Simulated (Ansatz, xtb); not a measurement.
# Ligand exchange: CH4O + SiH3Br → CH6OSi + HBr

Gas-phase species: CH4O (methanol) `CO`, singlet; SiH3Br `[SiH3]Br`, singlet; CH6OSi `CO[SiH3]`, singlet; HBr (hydrogen bromide), singlet. The partners trade H for SiH3: O–H and Br–SiH3 bonds give way to O–SiH3 and Br–H.

Shapes, held fixed at every level: PBE0-D4/def2-TZVP. Programs: Ansatz 0.2.0, xtb 6.7.1. The zero-point and thermal change to 298 K, harmonic and unscaled (PBE0-D4/def2-TZVP), is -8.4 kJ/mol.

| level | kind | ΔH(298 K) (kJ/mol) | less CCSD(T)/def2-TZVPP |
| --- | --- | --- | --- |
| GFN0-xTB | semi-empirical | +54.1 | +62.7 |
| HF/def2-SVP | Hartree–Fock | -3.7 | +4.9 |
| HF/def2-TZVPP | Hartree–Fock | -7.6 | +1.0 |
| B3LYP-D4/def2-TZVPP | global hybrid | -8.6 | 0.0 |
| BHLYP-D4/def2-TZVPP | global hybrid | -8.2 | +0.4 |
| CCSD(T)/def2-SVP | coupled cluster or CI | -9.1 | -0.5 |
| CCSD/def2-SVP | coupled cluster or CI | -8.5 | +0.1 |
| CCSD/def2-TZVPP | coupled cluster or CI | -8.7 | -0.1 |
| CCSD(T)/def2-TZVPP | coupled cluster or CI | -8.6 | 0.0 |

The highest level, CCSD(T)/def2-TZVPP, gives ΔH(298 K) = -8.6 kJ/mol; the levels span -9.1 to +54.1. They disagree on the sign: 1 of 9 are positive. GFN0-xTB strays far from the other rows. The column of differences is taken from that level and isn't an error. No measured value is set beside it here. Relativity is left out for Br. Outer-core shells of Br are correlated, in sets that cover them unevenly.
